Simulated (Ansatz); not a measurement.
`[OH][GeH]([Cl])[GeH3]` and `[Cl][GeH]([Cl])[GeH3]` differ in one atom or group.

Ansatz, PBE0-D4/def2-TZVP geometries, multiplicity 1. Each molecule was computed in one conformer, which needn't be the lowest.

Scalar relativity is left out up to krypton.

| property | `[OH][GeH]([Cl])[GeH3]` |
| --- | --- |
| LUMO energy (PBE0/def2-TZVPP) / eV | -0.37 |
| LUMO energy (ωB97M-V/def2-TZVPP) / eV | 1.45 |
| HOMO energy (PBE/def2-TZVPP) / eV | -6.80 |
| HOMO–LUMO gap (PBE/def2-TZVPP) / eV | 5.52 |
| size of the dipole moment (PBE/def2-TZVPP) / D | 1.93 |
| HOMO–LUMO gap (ωB97M-V/def2-TZVPP) / eV | 11.55 |

(1) What does the change do to each property? (Estimate.)

## Answers

(1) The calculation gave: 
| property | `[Cl][GeH]([Cl])[GeH3]` | shift |
| --- | --- | --- |
| LUMO energy (PBE0/def2-TZVPP) / eV | -0.91 | -0.54 |
| LUMO energy (ωB97M-V/def2-TZVPP) / eV | 1.00 | -0.45 |
| HOMO energy (PBE/def2-TZVPP) / eV | -7.05 | -0.25 |
| HOMO–LUMO gap (PBE/def2-TZVPP) / eV | 5.21 | -0.31 |
| size of the dipole moment (PBE/def2-TZVPP) / D | 2.43 | 0.50 |
| HOMO–LUMO gap (ωB97M-V/def2-TZVPP) / eV | 11.28 | -0.27 |

With PBE0 the HOMO falls by 0.21 eV and the LUMO falls by 0.54 eV, so the gap narrows by about 0.33 eV. PBE moves the HOMO by -0.25 eV and ωB97M-V by -0.19 eV. The zero-point energy changes by -32.4 kJ/mol with -3 modes. Dipoles are sizes alone; their direction can turn.

Positive LUMOs are unbound, so they and the gaps depend on the basis.
